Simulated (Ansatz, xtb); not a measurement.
## C3H10GeSi: 4 structures ranked

4 gas-phase structures of C3H10GeSi, from a drawn sample of its isomers (lower ones may exist). Each was relaxed with GFN2-xTB; where two conformers were screened, the lower at r2SCAN-D4/def2-SVP is listed:

A. `C=C[SiH2][GeH2][CH3]`, a singlet
B. `C=[CH][Ge@@H]([CH3])[SiH3]`, a singlet
C. `C=[CH][GeH2][SiH2]C`, a singlet
D. `C=C[Si@@H](C)[GeH3]`, a singlet

Task: Make a reasoned guess at their ranking by r2SCAN-D4/def2-SVP single-point energy.

Result: Calculated order at r2SCAN-D4/def2-SVP: D (0.0), C (3.0), A (3.1), B (5.5) kcal/mol. Less than 1 kcal/mol parts C and A, so the order within that pair means little.

Energies above the lowest of each column, in kcal/mol; the last columns are at PBE-D3(BJ)/def2-SVP geometries:

| structure | GFN2-xTB | HF/STO-3G | r2SCAN-D4/def2-SVP | PBE-D3(BJ)/def2-SVP | CCSD(T)/def2-SVP + ΔMP2/def2-TZVPP |
| --- | --- | --- | --- | --- | --- |
| D | 1.7 | 0.0 | 0.0 | 0.0 | 0.0 |
| C | 1.6 | 2.2 | 3.0 | 3.4 | 2.9 |
| A | 1.3 | 2.8 | 3.1 | 3.5 | 2.9 |
| B | 0.0 | 4.6 | 5.5 | 6.2 | 4.4 |

CCSD(T)/def2-SVP + ΔMP2/def2-TZVPP puts D lowest; GFN2-xTB picks B. CCSD(T)/def2-SVP + ΔMP2/def2-TZVPP orders those it was run on as D (0.0), A (2.9), C (2.9), B (4.4) kcal/mol. Less than 1 kcal/mol parts A and C, so the order within that pair means little. Flexible structures stand in one conformer each, not always the lowest. ΔMP2 is the change of the MP2 energy from the smaller to the larger basis.

Over these structures GFN2-xTB departs from r2SCAN-D4/def2-SVP by 1.9 kcal/mol on average once a common shift is removed. A GFN2-xTB relaxation took about 0.55 s and the r2SCAN-D4/def2-SVP energy about 6.9 s on a shared host (Ansatz 0.2.0, xtb 6.7.1).
